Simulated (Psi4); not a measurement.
Nuclear repulsion and electron count by hand

System: ClIn, triplet, at a GFN2-xTB geometry (such geometries of metal compounds can be far from the true shape) (the spin is typed, not shown lowest) (all electrons, no relativity). Level: B3LYP/STO-3G (Psi4). Sums are taken with unrounded values, so a last digit can differ.

Coordinates (Å):

```
atom        x        y         z
----  -------  -------  --------
In1   0.00000  0.00000  -0.63631
Cl2   0.00000  0.00000   1.83407
```

### Question
Work out the nuclear repulsion energy and the numbers of alpha and beta electrons.

### Answer
In atomic units each pair adds Z_i Z_j / r_ij, with r in bohr (1 bohr = 0.529177 Å).
| pair | r (Å) | r (bohr) | Z_i Z_j | term (Eh) |
|---|---|---|---|---|
| In1-Cl2 | 2.4704 | 4.6684 | 833 | 178.4355 |
The sum is 178.4355 Eh; Psi4 gives 178.4355 Eh. The atomic numbers add up to 66, so at charge +0 there are 66 electrons; multiplicity 3 means 2 unpaired, so 34 alpha and 32 beta.
